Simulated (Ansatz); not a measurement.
Two isomers of CH9NSi2: A = `[SiH3]CN[SiH3]`, B = `CN([SiH3])[SiH3]`.

Calculated with Ansatz (gas phase, PBE0-D4/def2-TZVP geometries, no zero-point term in ΔE). CCSD(T)/CBS is the MP2 limit (def2-TZVPP, def2-QZVPP) plus CCSD(T) − MP2 in def2-TZVPP, frozen cores. DFT in def2-TZVPP. B3LYP here is the variant with VWN-RPA as its local correlation; programs differ in this. One conformer a species, not always the lowest.

A:

```xyz
13

Si    0.649    0.011    2.075
C     0.112    0.665    0.389
N    -0.467   -0.396   -0.418
Si   -0.479   -0.355   -2.136
H     1.759   -0.965    1.923
H     1.083    1.125    2.961
H    -0.510   -0.682    2.706
H    -0.554    1.532    0.515
H     1.008    1.047   -0.115
H    -1.193   -0.916    0.049
H    -1.060   -1.638   -2.608
H     0.920   -0.198   -2.615
H    -1.266    0.770   -2.727
```

B:

```xyz
13

C     0.1102   -0.7864    1.2787
N    -0.0649   -0.0051    0.0558
Si   -0.5832   -0.8628   -1.3486
Si    0.4665    1.6358    0.0977
H    -0.0312   -0.1589    2.1644
H    -0.6308   -1.5901    1.3359
H     1.1052   -1.2416    1.3447
H    -0.8140    0.1144   -2.4404
H    -1.8367   -1.6068   -1.0413
H     0.4195   -1.8706   -1.8004
H    -0.1799    2.3379    1.2415
H     0.0986    2.2845   -1.1845
H     1.9406    1.7498    0.2966
```

(1) Which isomer does CCSD(T)/CBS put lower? Give the gap. (Estimate.)

(2) Give E(B) − E(A) in kcal/mol with ωB97M-V, B3LYP-D4, MP2/def2-TZVPP, CCSD/def2-TZVPP, CCSD(T)/def2-TZVPP, PBE0-D4, B3LYP. (Estimate.)

(3) Does the order hold for the free energy at 298.15 K (harmonic terms from PBE0-D4)? (Estimate.)

Largest T1 diagnostic: 0.011.

## Answers

(1) Ansatz gave: B, by 16.4 kcal/mol.

(2) Ansatz gave: ωB97M-V -15.7, B3LYP-D4 -15.9, MP2/def2-TZVPP -17.2, CCSD/def2-TZVPP -16.5, CCSD(T)/def2-TZVPP -16.5, PBE0-D4 -14.8, B3LYP -14.8. None reverses the order clearly.

(3) Ansatz gave: Yes: G(B) − G(A) = -15.9 kcal/mol, for one conformer each. Modes under 60 cm⁻¹, often nearly free rotors, make the harmonic entropy too high.

From BLYP to BHLYP (50 % exact exchange), in def2-TZVPP and without D4, E(B) − E(A) moves by −2.1 kcal/mol. The D4 term adds −1.0 kcal/mol with B3LYP and −0.5 kcal/mol with PBE0; it sums over pairs of atoms, weighted by their polarisabilities, and B3LYP, whose exchange is more repulsive, gets the larger term.
